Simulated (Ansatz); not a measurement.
Reactions of `CC(C)(C)[CH2][Sn]([F])([F])[F]`.

Program: Ansatz. Geometries: PBE0-D4/def2-TZVP. ΔE: electronic, gas phase. CCSD(T)/CBS is the MP2 limit (def2-TZVPP, def2-QZVPP) plus CCSD(T) − MP2 in def2-TZVPP, frozen cores. This one scheme is used for every species. Functionals use def2-TZVPP. def2 core potentials past Kr. For In, Sn, Zr outer-core shells are correlated without core-valence functions, which leaves a few kJ/mol of doubt a bond. One conformer a species, not always the lowest.

```
                                                                                                                reaction  CCSD(T)/def2-SVP (kcal/mol)  ωB97X-V (kcal/mol)
                           `CC(C)(C)[CH2][Sn]([F])([F])[F]` + `C[SiH](F)F` → `CC(C)(C)C[Si](C)(F)F` + `[F][SnH]([F])[F]`                          1.8                 1.4
                 `CC(C)(C)[CH2][Sn]([F])([F])[F]` + `[Cl][InH][Cl]` → `CC(C)(C)[CH2][In]([Cl])[Cl]` + `[F][SnH]([F])[F]`                          3.7                 4.6
`CC(C)(C)[CH2][Sn]([F])([F])[F]` + `[NH2][Zr]([F])([F])[F]` → `CC(C)(C)[NH][Zr]([F])([F])[F]` + `[CH3][Sn]([F])([F])[F]`                          0.5                 2.7
                                                 `CC(C)(C)[CH2][Sn]([F])([F])[F]` → `[CH3][Sn]([F])([F])[F]` + `C=C(C)C`                         27.0                24.9
```

(1) Give the CCSD(T)/CBS values in the same order. (Estimate.)

Largest T1 diagnostic: 0.017, for `[NH2][Zr]([F])([F])[F]`.

## Answers

(1) Ansatz gave: 4.2, 3.7, 3.0, 24.0 kcal/mol.
